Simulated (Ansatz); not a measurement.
The same atomization along the group B, Al, Ga, In.

Computed with Ansatz on PBE0-D4/def2-TZVP structures; ΔE is electronic, products minus reactants. CBS: MP2 limit from def2 TZ/QZ plus the TZ coupled-cluster correction, frozen cores. Small cases extrapolate CCSD(T) itself. Open shells (•) are unrestricted, without spin–orbit coupling. Spin–orbit coupling would lower the free atoms: a little for Al, B, O, S; clearly for Ga; strongly for In. Elements past krypton have def2 core potentials. Bonds to Ga, In are less sure, by a few kJ/mol each and by 10 to 20 or more in all where they break to atoms, as the def2 sets lack core-valence functions. Scalar relativity is left out up to krypton. One conformer a species, not always the lowest.

```json
{"reaction": "`OB(O)S` → 3 H• + B• + 2 O• + S•", "CCSD/CBS(def2) (kJ/mol)": "2747"}
{"reaction": "`[OH][Al]([OH])[SH]` → 3 H• + Al• + 2 O• + S•", "CCSD/CBS(def2) (kJ/mol)": "2529"}
{"reaction": "`[OH][Ga]([OH])[SH]` → 3 H• + Ga• + 2 O• + S•", "CCSD/CBS(def2) (kJ/mol)": "2300"}
{"reaction": "`[OH][In]([OH])[SH]` → 3 H• + In• + 2 O• + S•", "CCSD/CBS(def2) (kJ/mol)": "2140"}
```

Q: Give the CCSD(T)/CBS values in the same order. (Best estimate.)

A: The calculation gave: 2796, 2582, 2349, 2192 kJ/mol.

Largest T1 diagnostic: 0.018, for Al•.

Extrapolated directly: `[OH][Al]([OH])[SH]` → 3 H• + Al• + 2 O• + S•.

For atomizations the MP2-based limit and the directly extrapolated one differ by several kJ/mol either way, and by 10 to 25 for some Ge, Se and Sn compounds, so smaller differences from it don't rank the levels.
